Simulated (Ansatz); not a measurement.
A run for Ansatz (a quantum-chemistry and plane-wave program): U-B3LYP/cc-pV(T+d)Z on Cl2H2Si (SMILES Cl[SiH2]Cl), a point of a bond scan (R = 1.176 Å). Files ending in .json are basis or fitting sets from the Basis Set Exchange.

Ansatz 0.2 input:
```yaml
crystal:
  periodic: [false, false, false]
  atoms:
    - {symbol: Cl, position_ang: [-1.67606876, 0.43374004, -0.00367205]}
    - {symbol: Si, position_ang: [-0.01146751, -0.76596349, 0.02370896]}
    - {symbol: Cl, position_ang: [1.68829371, 0.38281595, -0.02160291]}
    - {symbol: H, position_ang: [-0.01552969, -1.38615821, 1.02289134]}
    - {symbol: H, position_ang: [-0.03073375, -1.61675610, -1.17493812]}
basis:
  gaussian:
    orbitals: cc-pV_T+d_Z.json
hamiltonian:
  xc: {name: B3LYP}
magnetization: {spin_polarized: true, initial_magnetization: 0}
```

Task: Give the final energy of this run.

Result: -1211.2529 hartree.
